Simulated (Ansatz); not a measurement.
Reaction (formal exchange of groups at the Sn–B bond): `[BH2][SnH2][CH3]` + `C#CCCCl` → `[CH3][SnH2][CH2]Cl` + `BCC#C`

Isolated molecules relaxed with PBE0-D4/def2-TZVP in Ansatz; ΔE leaves out vibrations. CCSD(T)/CBS is the MP2 limit (def2-TZVPP, def2-QZVPP) plus CCSD(T) − MP2 in def2-TZVPP, frozen cores. DFT in def2-TZVPP. def2 core potentials past Kr. For Sn outer-core shells are correlated without core-valence functions, which leaves a few kJ/mol of doubt a bond. Each species was taken in one conformer, which may not be the lowest.

`[BH2][SnH2][CH3]`:

Cartesian coordinates in Å:
```
B -0.080 0.840 -1.908
Sn 0.669 0.354 0.155
C -0.613 -0.968 1.256
H -1.069 0.337 -2.352
H 0.511 1.615 -2.598
H 0.877 1.792 1.067
H 2.221 -0.373 0.041
H -1.596 -0.513 1.386
H -0.731 -1.908 0.715
H -0.188 -1.176 2.238
```

`C#CCCCl`:

```xyz
10

C    -0.573    1.510   -1.690
C    -0.302    0.525   -1.060
C     0.030   -0.641   -0.260
C     0.292   -0.246    1.185
Cl    0.699   -1.677    2.163
H    -0.814    2.375   -2.261
H    -0.787   -1.367   -0.298
H     0.915   -1.137   -0.669
H     1.129    0.445    1.258
H    -0.588    0.213    1.632
```

`[CH3][SnH2][CH2]Cl`:

Z-matrix (Å, degrees):
```
C
Sn 1 2.134
H 1 1.090 2 109.0
H 1 1.090 2 110.4 3 -120.0
H 1 1.090 2 110.0 3 119.6
C 2 2.162 1 107.9 3 -52.1
H 2 1.715 1 111.6 3 -170.8
H 2 1.709 1 111.6 3 66.2
Cl 6 1.785 2 110.1 1 52.9
H 6 1.089 2 111.3 1 -66.1
H 6 1.089 2 111.6 1 172.1
```

`BCC#C`:

Cartesian coordinates in Å:
```
B -1.259 -0.372 0.761
C -0.360 0.525 -0.148
C 0.975 0.058 -0.457
C 2.079 -0.346 -0.703
H -2.363 0.018 1.010
H -0.881 -1.413 1.207
H -0.322 1.519 0.325
H -0.927 0.714 -1.073
H 3.057 -0.703 -0.920
```

(1) Is it downhill or uphill in electronic energy at CCSD(T)/CBS, and by how much? (An estimate is asked.)

(2) What do these levels give: PBE-D4, ωB97M-V, B2PLYP, SCS-MP2/def2-TZVPP, CCSD/def2-TZVPP, CCSD/CBS(def2)? (Best estimate.)

Largest T1 diagnostic among the species: 0.012.

## Answers

(1) The calculation gave: Downhill: ΔE = -0.31 eV.

(2) Computed: PBE-D4 -0.30, ωB97M-V -0.33, B2PLYP -0.30, SCS-MP2/def2-TZVPP -0.28, CCSD/def2-TZVPP -0.25, CCSD/CBS(def2) -0.30 eV.
